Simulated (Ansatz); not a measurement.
Coupled-cluster diagnostics for Rb2Cl3⁻, Ansatz.

Geometry of the singlet (PBE0-D4/def2-SVPD):

```xyz
5

Rb    0.887    2.922   -0.413
Rb   -0.350   -1.135    0.161
Cl   -0.236    0.979   -2.390
Cl   -1.189   -4.035    0.562
Cl    0.889    1.269    2.079
```

In the def2 sets Rb takes a core potential; there is no spin–orbit coupling. Correlated methods freeze 15 core orbitals; core or outer-core shells of Rb are correlated, in sets that lack core-valence functions. Another isomer (singlet) lies 0.16 eV lower at PBE0-D4/def2-TZVPD; other spin states weren't run for this one.

(1) Estimate the CCSD(T) correlation energy, the shares of MP2 and (T), T1 and the reference's ⟨S²⟩ for: charge -1, singlet, own geometry in def2-TZVPPD; and the rough time on 4 threads of Intel Xeon on a shared host.

Results:

(1) 
```
                           state        basis  correlation (eV)  MP2 share (%)  (T) share (%)     T1  ⟨S²⟩ (pure)  wall time
charge -1, singlet, own geometry  def2-TZVPPD           -24.480           89.3            3.4  0.007  0.00 (0.00)    7.6 min
```
Customary marks for T1 are 0.02 (closed shells), 0.045 (open shells) and about 0.05 (3d metals). T1 stays under 0.02 throughout.
